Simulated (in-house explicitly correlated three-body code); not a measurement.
Results of a calculation; reference values are marked as such.
**Taking the two-electron ground state apart, Z = 3.08**

A variational code in 260 exponentially correlated functions gives, for two electrons around a point charge Z = 3.08 (non-relativistic, fixed nucleus, atomic units): E = -7.7163797, <1/r> = 2.767905 per electron, <1/r12> = 1.617535. From its density, U = 3.402251 (Hartree energy) and T_s = 7.676381 (kinetic energy of the doubly filled orbital √(n/2)). Further, <r²> = 0.419867 per electron, <r12²> = 0.871447 and <p1·p2> = 0.299459.

Q: Check the virial theorem, and compare with the screened hydrogenic estimate.

A: V = −2Z<1/r> + <1/r12> = -17.050295 + 1.617535 = -15.432760, and 2E = -15.432759, so T = −E = 7.716380. A product of 1s orbitals with exponent Z − 5/16 = 2.7675 gives −2.7675² = -7.65906, which is 57.3 millihartree too high.

Q: Find the exchange and correlation energies of density-functional theory.

A: For two electrons in one orbital E_x = −U/2 = -1.701126. The potential part of correlation is U_c = <1/r12> − U − E_x = -0.083591, the kinetic part T_c = T − T_s = 0.039999, and E_c = T_c + U_c = -0.043592 hartree. Restricted Hartree-Fock gives -7.672803, so the correlation energy of wave-function theory is -0.043577.

Q: What do the second moments say about angular correlation and diamagnetism?

A: From r12² = r1² + r2² − 2 r1·r2, <r1·r2> = <r²> − <r12²>/2 = -0.01586 bohr². It vanishes for a product of s orbitals, and its negative sign shows that the electrons favour opposite sides of the nucleus. The Langevin susceptibility is −0.79199e-6 × 2<r²> = -0.6651e-6 cm³/mol.

Q: How does a model nuclear mass of 6.2 u change the ionisation energy, to first order in m/M (1 hartree = 27.211386 eV)?

A: m/M = 1/(6.2 × 1822.8885) = 8.84806e-05. With a fixed nucleus the second electron is bound by −Z²/2 − E = 2.973180 hartree = 80.9043 eV. The reduced mass scales this by 1 − m/M, a change of -7.158 meV. The mass-polarisation term raises the two-electron state by (m/M)<p1·p2> = 26.50 microhartree, a further -0.721 meV. The sum is 80.8965 eV, before relativistic and QED terms.
